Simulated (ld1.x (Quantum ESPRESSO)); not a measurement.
Before and after: RRKJ potential for iron (Fe)

```json
{"Element": "iron", "Generator": "ld1.x (Quantum ESPRESSO) 7.5", "Type": "norm-conserving RRKJ (Kleinman–Bylander form)", "Functional": "Wu–Cohen", "Relativity": "fully relativistic", "Frozen core": "[Ne] 3s2", "Valence charge": "14", "Reference configuration": "3p6 3d6 4s2 4p0", "Partial waves": "3p (bound): rc 1.35 bohr; 3d (bound): rc 0.90 bohr; 4s (bound): rc 2.45 bohr", "Local potential": "the s channel", "Core correction": "a·sin(br)/r model core, default radius (core density twice the valence density)", "rho0": "0.005"}
```

Open shells are filled in proportion to 2j + 1 (rel_dist='average').

Change: wave 3p (bound): rc 1.35 bohr becomes 3p (bound): rc 0.82 bohr.

Cutoffs: the cutoffs (Ry, on a coarse ladder) from which the occupation-weighted sum of valence levels, in a spherical-Bessel basis at the reference potential, stays within 10 and 1 mRy of its value at 400 Ry; they do not see the model core or the augmentation charge, which bear on the density cutoff. Errors are all-electron minus pseudo energies relative to the spin-unpolarised reference configuration.

Task: Predict the effect on cutoff, ghosts and configuration errors.

Result: The errors of the 7 common tests hardly move; neither file shows a bound ghost at the reference potential, the only one tested.

```csv
quantity,base,changed
"cutoff, loose",200 Ry,200 Ry
"cutoff, tight",230 Ry,over 300 Ry
loose cutoff by channel (10 mRy a level),"p 55 Ry, d 180 Ry, s 6 Ry","p 160 Ry, d 180 Ry, s 6 Ry"
bound ghosts,none,none
"error for 3p6 3d6 4s1 4p0, meV [ΔE 8.76 eV]",-6.6,-6.6
"error for 3p6 3d6 4s0 4p0, meV [ΔE 24.85 eV]",-51,-51
"error for 3p6 3d5 4s0 4p0, meV [ΔE 59.07 eV]",-267,-268
"error for 3p6 3d4 4s0 4p0, meV [ΔE 112.17 eV]",-1247,-1254
"error for 3p6 3d5 4s2 4p1, meV [ΔE 8.79 eV]",-1225,-1226
"error for 3p5 3d6 4s2 4p0, meV [ΔE 67.62 eV]",-394,-392
"error for 3p6 3d7 4s0 4p0, meV [ΔE 6.57 eV]",-324,-325
s: phases at 2.65 bohr within 0.05 rad from the reference energy up to (Ry; the scan ends near 5),2.4,2.4
p1/2: phases at 2.65 bohr within 0.05 rad from the reference energy up to (Ry; the scan ends near 5),-0.9,-0.9
p3/2: phases at 2.65 bohr within 0.05 rad from the reference energy up to (Ry; the scan ends near 5),-0.9,-0.9
d3/2: phases at 2.65 bohr within 0.05 rad from the reference energy up to (Ry; the scan ends near 5),0.5,0.5
d5/2: phases at 2.65 bohr within 0.05 rad from the reference energy up to (Ry; the scan ends near 5),0.5,0.5
```

Base: These tests converged, but a pseudo level misses the all-electron one widely, so the file describes the atom poorly there or has found another state: 3p6 3d5 4s0 4p0: empty 4p by 3.0 eV (a node warning on the way); 3p6 3d4 4s0 4p0: empty 4p by 4.6 eV. Changed file: These tests converged, but a pseudo level misses the all-electron one widely, so the file describes the atom poorly there or has found another state: 3p6 3d5 4s0 4p0: empty 4p by 3.0 eV (a node warning on the way); 3p6 3d4 4s0 4p0: empty 4p by 4.6 eV.
